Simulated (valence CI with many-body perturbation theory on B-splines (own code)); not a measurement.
Values are calculated unless marked as measured or tabulated.
# A CI+MBPT run for Ca14+

Method: relativistic CI+MBPT: four valence electrons over a frozen Dirac-Fock core [He], radial functions for each j: 11 s, 11 p, 9 d, 7 f, 5 g, 2 h, 1 i, with the one-electron correlation potential Σ1 (screened to all orders), the two-electron term Σ2, the three-electron term Σ3, Breit, model QED; selected single and double excitations, second order for the rest (own B-spline code, finite nucleus).

Command, and the settings that its task file holds:

```sh
python run_cv.py task.json out
```

```
atom Ca  Z=20  mass_number=40  rms_radius_fm=3.4776
core [He]
valence 2s2 2p2
avg = 1
basis = L
breit = 1
cap = 40000
capref = 1200
cscale = 1
de = 0.0
dress = 0
eps = 2e-08
h = 0.27
hh = 1
l2 = 3
lcore = 6
maxit = 60
n2 = 5
natural = 1
nlev = 60
nno = [7, 7, 6, 5, 4, 2, 1]
nroot = 26
nsp = [4, 4, 3, 2, 1, 0, 0]
pt2 = 1
qed = 1
rpa = 1
s1 = 1
s2 = 1
s3 = 1
screen = 1
tol = 2e-05
```

Roughly how long does this run take on one core of Intel(R) Xeon(R) Platinum 8488C (Sapphire Rapids), and how much memory?

4.3 min on 1 thread of Intel(R) Xeon(R) Platinum 8488C (Sapphire Rapids) (shared host), peak memory 1.1 GiB.

Log. The first blocks belong to the next ion, which gives the ionisation energy. Fields: 2J, parity (1 odd), roots, reference size, generating configurations, candidates as configurations/state functions, variational space P, stored matrix elements, Davidson steps; e2 is the range of second-order energies in hartree. The first line gives the box (bohr), its intervals, the orbitals and the steps of their self-consistent field. Window is the range of levels sought, series limit the energy at which the first omitted orbital would enter, core excitation an estimate of the first excitation out of the core, left out the lowest levels not solved, and shifts from estimates the range by which levels moved from their first estimate, all in cm⁻¹.

```
rmax 5.6 intervals 61 orbitals 81 references ['2s2 2p2', '2s 2p3', '2p4'] scf 5 t 0.6
2J=1 par=1 roots 2 ref 40 generators 2 cand 2895/4152 P 1744/2653 nnz 1.4e+06 it 5
2J=1 par=1 roots 2 ref 40 generators 8 cand 6083/8991 P 2372/3630 nnz 2.1e+06 it 5
   second order: generators 23 cand 13488/19885 e2 -0.00003 -0.00001
2J=3 par=1 roots 2 ref 58 generators 4 cand 3834/7081 P 1877/3703 nnz 2.7e+06 it 4
2J=3 par=1 roots 2 ref 58 generators 11 cand 6946/13650 P 2512/4889 nnz 4.1e+06 it 5
   second order: generators 24 cand 16866/35893 e2 -0.00002 -0.00002
reference levels 672, estimated 450, window 4531366 1/cm; series limit 6153231, core excitation 30558953
2J=0 par=0 roots 12 ref 38 generators 17 cand 19506/32642 P 5382/7998 nnz 3.7e+06 it 7
2J=0 par=0 roots 12 ref 38 generators 36 cand 39110/67309 P 14323/23627 nnz 2.4e+07 it 9
   second order: generators 86 cand 74545/135853 e2 -0.00009 -0.00001
2J=2 par=0 roots 18 ref 83 generators 20 cand 25081/92217 P 2649/7999 nnz 5.2e+06 it 11
2J=2 par=0 roots 18 ref 83 generators 46 cand 55954/227856 P 11160/39998 nnz 7.9e+07 it 16
   second order: generators 116 cand 119713/507092 e2 -0.00078 -0.00010
2J=4 par=0 roots 18 ref 93 generators 21 cand 27991/131794 P 2421/7999 nnz 5.9e+06 it 10
2J=4 par=0 roots 18 ref 93 generators 42 cand 52919/272657 P 9715/39998 nnz 8.5e+07 it 9
   second order: generators 99 cand 111569/622683 e2 -0.00099 -0.00018
2J=4 par=1 roots 18 ref 100 generators 22 cand 27985/131609 P 2298/7993 nnz 6.2e+06 it 10
2J=4 par=1 roots 18 ref 100 generators 46 cand 67504/374666 P 9234/39999 nnz 8.7e+07 it 11
   second order: generators 121 cand 133728/754281 e2 -0.00097 -0.00019
2J=2 par=1 roots 17 ref 94 generators 23 cand 25167/92341 P 2825/7998 nnz 5.5e+06 it 8
2J=2 par=1 roots 17 ref 94 generators 44 cand 54449/224133 P 11552/39997 nnz 8e+07 it 10
   second order: generators 131 cand 124978/551081 e2 -0.00051 -0.00009
2J=6 par=1 roots 11 ref 70 generators 15 cand 27175/140783 P 2388/8000 nnz 6e+06 it 9
2J=6 par=1 roots 11 ref 70 generators 31 cand 52677/315051 P 8711/39997 nnz 9.6e+07 it 8
   second order: generators 84 cand 112456/800552 e2 -0.00068 -0.00021
2J=0 par=1 roots 6 ref 37 generators 12 cand 15889/25314 P 5162/7999 nnz 3.9e+06 it 10
2J=0 par=1 roots 6 ref 37 generators 24 cand 34662/60823 P 11508/18598 nnz 1.7e+07 it 10
   second order: generators 72 cand 85912/159680 e2 -0.00008 -0.00003
2J=6 par=0 roots 8 ref 63 generators 12 cand 27053/140636 P 2315/7999 nnz 6e+06 it 5
2J=6 par=0 roots 8 ref 63 generators 23 cand 42408/248259 P 8418/39998 nnz 9.5e+07 it 8
   second order: generators 58 cand 89354/599985 e2 -0.00048 -0.00017
2J=8 par=1 roots 4 ref 36 generators 6 cand 15646/84289 P 2195/8000 nnz 6.5e+06 it 5
2J=8 par=1 roots 4 ref 36 generators 15 cand 30889/204333 P 7345/35666 nnz 9.9e+07 it 6
   second order: generators 46 cand 78840/597029 e2 -0.00013 -0.00006
2J=8 par=0 roots 4 ref 31 generators 4 cand 13926/82742 P 2284/7998 nnz 6.3e+06 it 7
2J=8 par=0 roots 4 ref 31 generators 12 cand 34006/227091 P 7384/38476 nnz 1.2e+08 it 11
   second order: generators 34 cand 64506/454589 e2 -0.00018 -0.00007
2J=10 par=0 roots 2 ref 11 generators 3 cand 12190/75985 P 2143/7996 nnz 8.1e+06 it 5
2J=10 par=0 roots 2 ref 11 generators 5 cand 17867/126944 P 4585/21420 nnz 5.3e+07 it 5
   second order: generators 23 cand 49490/361052 e2 -0.00014 -0.00007
left out: unestimated 5964332, estimated 4817999, shifts from estimates -149 to 322
operators 0.3
```

The Davidson iterations converged.

No measured spectrum was set against this ion. As an estimate, levels of excited configurations hold to 0.05 to 0.15 % of their energy, terms of the ground configuration to about 0.5 %.

| Quantity | Value |
| --- | --- |
| Valence energy | -151.1679 hartree |
| Ionisation energy | 894.68 eV (NIST: 894 ± 0.4 eV (semi-empirical)) |
| Reference configurations for the orbitals | 2s2 2p2, 2s 2p3, 2p4 |
| Radial orbitals | 81 |
| Box radius | 5.619 bohr |
| Largest variational space | 39999 |
| Lowest levels | 2s2 2p2 3P_0 0, 2s2 2p2 3P_1 17553, 2s2 2p2 3P_2 35914, 2s2 2p2 1D_2 108720, 2s2 2p2 1S_0 197870, 2s 2p3 5S°_2 275850, 2s 2p3 3D°_2 496750, 2s 2p3 3D°_1 497670, 2s 2p3 3D°_3 500300, 2s 2p3 3P°_0 581920, 2s 2p3 3P°_1 582990, 2s 2p3 3P°_2 585850, 2s 2p3 3S°_1 729300, 2s 2p3 1D°_2 730090 cm⁻¹ |
